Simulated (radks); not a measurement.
Question: These are the eigenvalues of the occupied orbitals of an atom or ion with whole-number occupations (hartree). Calculated with a radial shooting solver on a logarithmic mesh with Libxc functionals: scalar-relativistic Kohn-Sham, PBEsol, spin-unpolarised, spherical densities, finite nucleus; Fermi nuclear charge, rms radius of each element as measured or else 0.836 A^(1/3) + 0.57 fm.

1s: -1162.405
2s: -178.8775
2p: -160.6857
3s: -36.16389
3p: -30.24994
3d: -21.29905
4s: -6.74697
4p: -4.91257
4d: -2.23983
5s: -1.20538
5p: -0.82165

Which element is it, and in what charge state? The configuration may be excited.

Answer: Z = 52, tellurium, charge +2: Te2+ in [Kr] 4d10 5s2 5p2. The list shows which subshells hold electrons but not how many an open one holds; the 1s level, -1162.4 hartree, gives Z - s = 48.2 by -(Z - s)^2/2, which with screening and relativity narrows Z to a few neighbours, and the depths of the outer levels then fix element, charge and occupations together.
